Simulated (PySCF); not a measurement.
## Field gradients at the hydrogen positions

C4H15NOSi3.
Structure used (GFN2-xTB), in Å, numbered top down from 1:
```xyz
24
C4H15NOSi3 angstrom
N      5.0155    0.4475    0.1490
Si     3.7419   -0.5463   -0.4662
Si     1.8084    0.5388    0.1140
O      0.6422   -0.4710   -0.4214
Si    -0.9047   -0.8994   -0.6474
C     -1.9787   -0.8188    0.9209
C     -3.2580   -0.1192    0.4565
C     -2.8605    0.9932   -0.5112
C     -1.9517    0.3854   -1.5846
H      5.9672    0.2105   -0.0788
H      4.9745    0.7720    1.1012
H      3.8239   -1.9515   -0.0013
H      4.0547   -0.6153   -1.9025
H      1.5456    1.8496   -0.5013
H      1.5554    0.7423    1.5535
H     -0.7845   -2.2125   -1.2786
H     -2.2066   -1.7844    1.3674
H     -1.4896   -0.2197    1.6907
H     -3.8882   -0.8386   -0.0719
H     -3.8314    0.2764    1.2976
H     -3.7421    1.4659   -0.9497
H     -2.3080    1.7584    0.0388
H     -2.5637   -0.1007   -2.3446
H     -1.3733    1.1574   -2.0889
```

Level: PBE0/pcSseg-1 (PySCF, non-relativistic); Q(2H) = 0.00286 b; rigid geometry, the same for H and D, with no vibrational averaging.

Question: Rank these positions by the coupling χzz of a deuteron there, largest first.
A. H17 (methylene hydrogen)
B. H21 (methylene hydrogen)
C. H14 (Si–H hydrogen)
D. H11 (N–H hydrogen)
E. H18 (methylene hydrogen)
F. H12 (Si–H hydrogen)

Answer: D (289 kHz), A (216 kHz), E (212 kHz), B (206 kHz), C (104 kHz), F (99 kHz).

Question: Tabulate Vzz, the asymmetry η and χzz = 234.96 MHz × Q × Vzz for every hydrogen position.

Answer: 
```tsv
atom	bonded to	bond length (Å)	Vzz (au)	η	χzz (kHz)
H10	N1	1.007	0.4312	0.16	290
H11	N1	1.007	0.4307	0.17	289
H12	Si2	1.482	0.1480	0.02	99
H13	Si2	1.472	0.1570	0.04	106
H14	Si3	1.472	0.1555	0.04	104
H15	Si3	1.476	0.1528	0.04	103
H16	Si5	1.462	0.1626	0.01	109
H17	C6	1.088	0.3213	0.04	216
H18	C6	1.091	0.3148	0.03	212
H19	C7	1.093	0.3034	0.01	204
H20	C7	1.092	0.3070	0.01	206
H21	C8	1.092	0.3068	0.01	206
H22	C8	1.092	0.3039	0.01	204
H23	C9	1.090	0.3167	0.03	213
H24	C9	1.088	0.3206	0.04	215
```

Question: Average by the element that carries the hydrogen.

Answer: on N: 290 kHz over 2 positions, mean bond length 1.007 Å; on Si: 104 kHz over 5 positions, mean bond length 1.473 Å; on C: 210 kHz over 8 positions, mean bond length 1.091 Å.

Question: Give the 2H NMR doublet splittings at H12 for a magnetic field along the z, y and x axes of the gradient: 3χ/2, 3χ(1 + η)/4, 3χ(1 − η)/4.

Answer: With |χ| = 99.5 kHz and η = 0.020: 149, 76 and 73 kHz, to first order and without motion.

Geometry: GFN2-xTB, one conformer, isolated molecule. GFN2-xTB bond lengths can be off by several hundredths of an ångström, more for odd bonds, and the gradients follow them. With so small a basis the couplings can be 20 % off.
